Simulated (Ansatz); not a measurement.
The same ligand exchange along the group Al, Ga, In.

Isolated molecules relaxed with PBE0-D4/def2-TZVP in Ansatz; ΔE leaves out vibrations. CCSD(T)/CBS adds triple-zeta CCSD(T) − MP2 to the extrapolated MP2 energy (def2 sets, frozen cores). This one scheme is used for every species. DFT in def2-TZVPP. Elements past krypton have def2 core potentials. For Ga, In outer-core shells are correlated without core-valence functions, which leaves a few kJ/mol of doubt a bond. Scalar relativity is left out up to krypton. Each species was taken in one conformer, which may not be the lowest.

| reaction | ωB97M-V (kJ/mol) | r2SCAN-D4 (kJ/mol) | CCSD/CBS(def2) (kJ/mol) | CCSD(T)/CBS(def2) (kJ/mol) |
| --- | --- | --- | --- | --- |
| `[OH][Al]([F])[SH]` + H–F → `[OH][Al]([F])[F]` + H₂S | -68 | -67 | -69 | -66 |
| `[OH][Ga]([F])[SH]` + H–F → `[OH][Ga]([F])[F]` + H₂S | 17 | 17 | 22 | 24 |
| `[OH][In]([F])[SH]` + H–F → `[OH][In]([F])[F]` + H₂S | 47 | 47 | 52 | 53 |

Largest T1 diagnostic: 0.018, for `[OH][In]([F])[F]`.
